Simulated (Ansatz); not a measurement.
Au(CO) (CAuO), SMILES [O+]#[C-]->[Au] (connectivity only; charge and spin as stated), neutral, multiplicity 2.

The structure is a stationary point at B3LYP-D3(BJ)/def2-TZVP. The multiplicity is an assumed one; other spin states were not compared. The isomer is the one that the SMILES or the coordinates give; other isomers of the formula were not compared. The def2 effective core potentials stand for the cores of Au; spin–orbit coupling is left out.

Two levels are set side by side: PBE/def2-TZVPD (Ansatz, a quantum-chemistry and plane-wave program) and PBE0/def2-TZVPD (Ansatz). Energy differences of separate SCF runs at the same geometry; the states with an electron removed or added have multiplicity 1 and 1. Differences are taken from unrounded values.

```
quantity                         PBE0   PBE  PBE minus PBE0
-------------------------------  ----  ----  --------------
vertical ionisation energy (eV)  8.03  8.25            0.22
vertical electron affinity (eV)  1.27  1.48            0.21
```
